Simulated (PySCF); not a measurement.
**Scalar relativity in S⁻ (sulfur, charge -1)**

[Ne] 3s2 3p5, 2P determinant; UHF calculated with PySCF 2.14 in dyall-av3z (19s12p3d2f, 84 functions), once non-relativistic with a point nucleus and once with spin-free X2C-1e and a Gaussian nucleus.

```
shell  ε non-rel. (eV)  rms r non-rel. (bohr, spins averaged)
 1s α          -2494.8                                 0.1126
 1s β          -2494.5                                 0.1126
 2s α          -236.19                                 0.5183
 2s β          -235.96                                 0.5183
 2p α          -173.16                                 0.4917
 2p β          -172.72                                 0.4917
 3s α          -17.265                                  1.929
 3s β          -14.416                                  1.929
 3p α           -3.506                                  2.601
 3p β           -2.321                                  2.601
```

(1) How does scalar relativity move these shells?

The total energy goes from -397.5453 to -398.6295 hartree.

Relativity contracts and stabilises s shells directly. The contracted s shells screen the nucleus better, so for spin-averaged p shells the direct and indirect effects partly cancel.

Answers

(1) 1s α: ε -2502.7 eV, radius -0.52 %; 1s β: ε -2502.4 eV, radius -0.52 %; 2s α: ε -237.55 eV, radius -0.41 %; 2s β: ε -237.31 eV, radius -0.41 %; 2p α: ε -173.16 eV, radius -0.12 %; 2p β: ε -172.72 eV, radius -0.12 %; 3s α: ε -17.385 eV, radius -0.34 %; 3s β: ε -14.537 eV, radius -0.34 %; 3p α: ε -3.494 eV, radius 0.04 %; 3p β: ε -2.307 eV, radius 0.04 %.
